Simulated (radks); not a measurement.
Values are calculated unless marked as measured or tabulated.
Species: the tungsten ion W3+. Configuration: [Xe] 4f14 5d3. Code: a radial shooting solver on a logarithmic mesh with Libxc functionals. Model: scalar-relativistic Kohn-Sham, BLYP, spin-polarised, spherical densities, finite nucleus; open shells are filled with parallel spins first (spin-orbit coupling, left out, can overturn this in heavy ions); Fermi nuclear charge, rms radius 5.3658 fm.

Normalised radial functions P(r) = r R(r), r in bohr:

r           5s up    5p up    5d up
0.002488   0.1226   0.0078   0.0001
0.002874   0.1337   0.0100   0.0001
0.003319   0.1449   0.0126   0.0001
0.003833   0.1560   0.0160   0.0002
0.004426   0.1665   0.0202   0.0003
0.005112   0.1759   0.0255   0.0004
0.005904   0.1835   0.0321   0.0006
0.006873   0.1887   0.0407   0.0009
0.007938   0.1900   0.0507   0.0014
0.009167   0.1865   0.0629   0.0020
0.01059    0.1769   0.0775   0.0029
0.01223    0.1601   0.0947   0.0043
0.01412    0.1347   0.1146   0.0062
0.01631    0.0999   0.1370   0.0089
0.01883    0.0553   0.1616   0.0127
0.02175    0.0013   0.1872   0.0179
0.02512   -0.0604   0.2125   0.0252
0.02901   -0.1263   0.2349   0.0349
0.0335    -0.1910   0.2513   0.0477
0.03869   -0.2473   0.2575   0.0642
0.04468   -0.2858   0.2490   0.0849
0.0516    -0.2964   0.2209   0.1099
0.0596    -0.2701   0.1696   0.1387
0.06883   -0.2008   0.0936   0.1699
0.07949   -0.0892  -0.0046   0.2009
0.0918     0.0545  -0.1167   0.2274
0.106      0.2091  -0.2280   0.2438
0.1224     0.3432  -0.3182   0.2433
0.1414     0.4201  -0.3636   0.2190
0.1633     0.4067  -0.3429   0.1660
0.1886     0.2864  -0.2448   0.0832
0.2178     0.0698  -0.0752  -0.0245
0.2515    -0.1996   0.1386  -0.1445
0.2905    -0.4511   0.3495  -0.2575
0.3355    -0.6052   0.5005  -0.3408
0.3875    -0.5993   0.5410  -0.3725
0.4475    -0.4123   0.4435  -0.3384
0.5168    -0.0758   0.2155  -0.2358
0.5968     0.3348  -0.1018  -0.0750
0.6948     0.7446  -0.4640   0.1353
0.8024     1.0237  -0.7633   0.3456
0.9267     1.1480  -0.9664   0.5395
1.07       1.1141  -1.0461   0.6938
1.236      0.9570  -1.0046   0.7926
1.427      0.7336  -0.8690   0.8284
1.648      0.5022  -0.6808   0.8030
1.904      0.3057  -0.4825   0.7254
2.199      0.1639  -0.3076   0.6104
2.539      0.0764  -0.1746   0.4759
2.932      0.0304  -0.0871   0.3407
3.387      0.0101  -0.0375   0.2216
3.911      0.0027  -0.0136   0.1291
4.517      0.0006  -0.0041   0.0664
5.217      0.0001  -0.0010   0.0296
6.025      0.0000  -0.0002   0.0112

5s up: eigenvalue -108.30 eV, 4 radial nodes at r = 0.0218, 0.0872, 0.226, 0.531 bohr, <r> = 1.07 bohr, 90 % of the charge inside 1.53 bohr. 5p up: eigenvalue -72.365 eV, 3 radial nodes at r = 0.0790, 0.230, 0.571 bohr, <r> = 1.24 bohr, 90 % of the charge inside 1.81 bohr. 5d up: eigenvalue -31.887 eV, 2 radial nodes at r = 0.211, 0.632 bohr, <r> = 1.75 bohr, 90 % of the charge inside 2.66 bohr.
